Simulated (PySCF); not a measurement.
**A barrier at the coupled-cluster level**

Start structure (SnH₅BrO, closed shell), relaxed at PBE0-D4/def2-TZVP:

```
atom    x (Å)    y (Å)    z (Å)
 Sn1  -0.7289   0.8093  -0.4534
  O2  -0.2193  -0.6763   0.7880
  H3  -0.8418   0.0085  -1.9403
  H4  -2.2148   1.3963   0.1383
  H5   0.5080   1.9732  -0.3688
  H6   1.1688  -1.3378   0.3514
 Br7   2.4680  -1.8002  -0.2031
  H8  -0.2066  -0.4383   1.7187
```

The step: SnH₄O ([OH][SnH3]) + HBr → SnH₃Br ([Br][SnH3]) + H₂O; bonds formed: Sn1–Br7, O2–H6; bonds broken: Sn1–O2, H6–Br7. Program: PySCF 2.14 with density fitting (its default auxiliary sets; JK sets also for MP2 and CCSD(T)). Basis: def2-TZVPP and def2-QZVPP. Cores are frozen in the correlated methods. Filled d shells of the heavier atoms are correlated. Core potentials replace the inner electrons of the atoms past krypton. The def2 sets are not built for correlating such inner shells, so the correlated values are less sure here. Extrapolation: Hartree–Fock as exp(−7.88 √X), correlation as X^−2.97. Energies below are by CCSD(T) at an estimated basis limit (MP2 extrapolated from triple and quadruple zeta, plus CCSD(T) − MP2 in triple zeta).

Task: What are the electronic barrier and the energy of the step, from the start structure to the end structure? (To be estimated.)

Result: The calculation gives: Barrier 7.9 kJ/mol; step energy -86.4 kJ/mol (downhill); reverse barrier, their difference, 94.3 kJ/mol. Barrier and step energy count from the start structure, the reverse barrier from the end structure.

The saddle point: One imaginary mode of 155i cm⁻¹.
```csv
pair,start (Å),saddle (Å),end (Å)
Sn1–Br7,4.13,3.54,2.51
O2–H6,1.60,1.24,0.96
Sn1–O2,2.00,2.05,3.12
H6–Br7,1.49,1.66,2.70
```

Zero-point energy (harmonic, PBE0-D4): ZPE is 108.8 kJ/mol at the start and 107.1 kJ/mol at the saddle, so the barrier goes from 7.9 to 6.1 kJ/mol.

T1 diagnostic: at most 0.011.

Labels in which every atom is bracketed show which atoms are joined, not bond orders.

For scale, one of the runs: CCSD(T)/def2-TZVPP, 199 basis functions, launched by `OMP_NUM_THREADS=4 python run.py`. Hardware: 4 CPU threads of an Intel Xeon, shared host. Wall time 24 min; peak host memory 3.8 GiB.
